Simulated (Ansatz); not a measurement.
`C[BH][AlH][OH]` + `C=C[SiH2]S` → `CB[SiH2]S` + `C=[CH][AlH][OH]`  (redistribution)

Program: Ansatz. Geometries: PBE0-D4/def2-TZVP. ΔE: electronic, gas phase. CCSD(T)/CBS adds triple-zeta CCSD(T) − MP2 to the extrapolated MP2 energy (def2 sets, frozen cores). DFT in def2-TZVPP. B3LYP here is the variant with VWN-RPA as its local correlation; programs differ in this. One conformer a species, not always the lowest.

`C[BH][AlH][OH]`:

Z-matrix (Å, degrees):
```
C
B 1 1.556
H 1 1.093 2 115.0
H 1 1.107 2 101.5 3 113.0
H 1 1.091 2 117.5 3 -132.1
Al 2 2.132 1 125.7 3 153.3
H 2 1.206 1 115.7 3 -30.6
O 6 1.706 2 116.8 1 80.7
H 6 1.599 2 126.0 1 -99.6
H 8 0.956 6 122.6 2 178.9
```

`C=C[SiH2]S`:

```xyz
10

C    -0.760   -1.575    0.143
C    -0.699   -0.376   -0.433
Si    0.147    1.061    0.376
S     1.754    1.821   -0.817
H    -0.321   -1.760    1.120
H    -1.248   -2.422   -0.331
H    -1.148   -0.243   -1.416
H     0.620    0.614    1.713
H    -0.752    2.234    0.518
H     2.407    0.647   -0.873
```

`CB[SiH2]S`:

Z-matrix (Å, degrees):
```
C
B 1 1.547
H 1 1.092 2 114.7
H 1 1.106 2 102.9 3 -113.9
H 1 1.091 2 116.2 3 130.8
Si 2 2.016 1 124.3 3 -153.4
H 2 1.201 1 119.2 3 30.3
S 6 2.149 2 108.6 1 1.6
H 6 1.492 2 110.1 1 122.4
H 6 1.492 2 111.0 1 -119.7
H 8 1.343 6 95.9 2 179.7
```

`C=[CH][AlH][OH]`:

Cartesian coordinates in Å:
```
C 0.006 -1.483 -0.709
C 0.645 -0.801 0.245
Al 0.160 1.026 0.651
O -1.109 1.656 -0.288
H 0.254 -2.512 -0.963
H -0.802 -1.038 -1.285
H 1.443 -1.322 0.774
H 0.846 1.929 1.759
H -1.443 2.545 -0.186
```

| level | ΔE (kJ/mol) | difference from CCSD(T)/CBS |
| --- | --- | --- |
| LDA (SPW92) | -23.2 | -1.7 |
| r2SCAN-D4 | -26.1 | -4.6 |
| B97M-V | -29.1 | -7.6 |
| B3LYP-D4 | -23.4 | -1.9 |
| r2SCAN0-D4 | -25.1 | -3.6 |
| revPBE | -20.3 | 1.2 |
| BLYP | -21.0 | 0.5 |
| B3LYP | -21.3 | 0.2 |
| r2SCANh | -25.4 | -3.9 |
| BHLYP | -21.4 | 0.1 |
| CAM-B3LYP | -21.5 | 0.0 |
| LC-ωPBE | -21.1 | 0.4 |
| HF/def2-SVP | -21.3 | 0.2 |
| SCS-MP2/def2-QZVPP | -20.2 | 1.3 |
| HF/CBS(def2) | -19.3 | 2.2 |
| CCSD/CBS(def2) | -21.1 | 0.4 |
| CCSD(T)/CBS | -21.5 | 0 |

Task: What do rigid-rotor, harmonic-oscillator terms from PBE0-D4/def2-TZVP frequencies (298.15 K, 1 bar) make of the CCSD(T)/CBS value? (An estimate is asked.)

Result: The calculation gave: ΔZPE = -1.4 kJ/mol, ΔH = -22.4 kJ/mol, ΔS = 3 J/(mol·K), ΔG = -23.3 kJ/mol.

Largest T1 diagnostic among the species: 0.012.

Leaving LDA and LC-ωPBE aside and taking each functional with its dispersion term where it has one, the values, not all of them listed here, spread over 7.5 kJ/mol, from B97M-V to PBE-QIDH.
